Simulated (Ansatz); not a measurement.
Born–Oppenheimer molecular dynamics of C2H6BF (10 atoms, charge 0, multiplicity 1). It starts from a relaxed structure.

Computed with Ansatz 0.2.0, RKS B3LYP-D4/6-31G*.

```yaml
ensemble: NVT, Langevin thermostat
time_step: 0.5 fs
steps_asked: 100
set_temperature: 200 K
friction: 0.001 /fs
masses: H 10 u
seed: 904749
```

First frame:

```xyz
10
Properties=species:S:1:pos:R:3
B 0.039 0.006 0.024
C -0.024 -0.022 1.595
H -1.004 -0.313 1.987
H 0.743 -0.679 2.023
H 0.200 0.986 1.979
C 1.375 0.026 -0.807
H 1.695 -1.013 -0.981
H 1.257 0.490 -1.792
H 2.199 0.515 -0.275
F -1.118 0.004 -0.656
```

How far do the bonds stretch over the last three quarters of this one trajectory? (Pairs bonded in most of those frames.)


| bond | mean (Å) | spread (Å) | shortest | longest |
| --- | --- | --- | --- | --- |
| B1–C2 | 1.568 | 0.018 | 1.54 | 1.60 |
| B1–C6 | 1.579 | 0.028 | 1.53 | 1.62 |
| B1–F10 | 1.342 | 0.010 | 1.33 | 1.36 |
| C2–H3 | 1.096 | 0.018 | 1.07 | 1.12 |
| C2–H4 | 1.100 | 0.006 | 1.08 | 1.11 |
| C2–H5 | 1.101 | 0.012 | 1.08 | 1.12 |
| C6–H7 | 1.101 | 0.016 | 1.08 | 1.13 |
| C6–H8 | 1.091 | 0.023 | 1.05 | 1.13 |
| C6–H9 | 1.098 | 0.014 | 1.08 | 1.12 |

Mean temperature of the second half: 96 K. The mean temperature of the second half is 52 % below the set value. A run of 0.05 ps of so small a system gives no equilibrium averages.

Run time: 4.2 min on 1 thread of Arm Neoverse V1, with other jobs on the host, peak memory 0.12 GiB.
